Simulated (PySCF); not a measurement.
How the method moves the HOMO and LUMO of `C=CC[SiH2]N`

Species: C3H9NSi.
SMILES with atom numbers: `[CH2:1]=[CH:2][CH2:3][SiH2:4][NH2:5]` (hydrogens: H6, H7 on C1; H8 on C2; H9, H10 on C3; H11, H12 on Si4; H13, H14 on N5)

Cartesian coordinates in Å at the PBE0-D3(BJ)/def2-SVP level; atoms count from 1:
```xyz
14
C3H9NSi angstrom
C      2.060   -0.025    1.056
C      1.194    0.547    0.213
C      0.547   -0.111   -0.960
Si    -1.218   -0.637   -0.531
N     -2.044    0.706    0.196
H      2.403   -1.055    0.913
H      2.460    0.518    1.915
H      0.883    1.582    0.406
H      1.107   -1.006   -1.279
H      0.493    0.581   -1.817
H     -1.113   -1.867    0.326
H     -1.993   -0.999   -1.759
H     -3.058    0.714    0.171
H     -1.718    1.040    1.097
```

Basis pcSseg-1 throughout (PySCF), one geometry. Isolated species at its PBE0-D3(BJ)/def2-SVP geometry (one conformer only).

How do the orbital energies, the gap and the dipole change with the method?

```tsv
method	kind	HOMO (eV)	LUMO (eV)	gap (eV)	μ (D)	SCF cycles
B97-2	global hybrid	-6.69	0.13	6.82	1.00	12
PBE0	global hybrid	-6.94	0.15	7.09	1.01	13
mPW1PW91	global hybrid	-6.96	0.15	7.11	1.00	13
BHandHLYP	global hybrid	-7.93	1.21	9.14	1.00	12
CAM-B3LYP	range-separated hybrid	-8.25	1.28	9.53	1.02	12
wB97X-D	range-separated hybrid	-8.78	1.96	10.74	1.02	13
LC-wPBE	range-separated hybrid	-9.62	2.44	12.06	1.02	12
```

The HOMO spans 2.93 eV, from B97-2 down to LC-wPBE, and the gap runs from 6.82 eV (B97-2) to 12.06 eV (LC-wPBE). Over the methods B97-2 (21 %), PBE0 (25 %), mPW1PW91 (25 %), BHandHLYP (50 %), a straight line through the gap against the share of exact exchange rises by 0.81 eV for each 10 % (correlation coefficient 1.000). The dipole ranges from 1.00 D (B97-2) to 1.02 D (CAM-B3LYP). This basis has no diffuse functions.
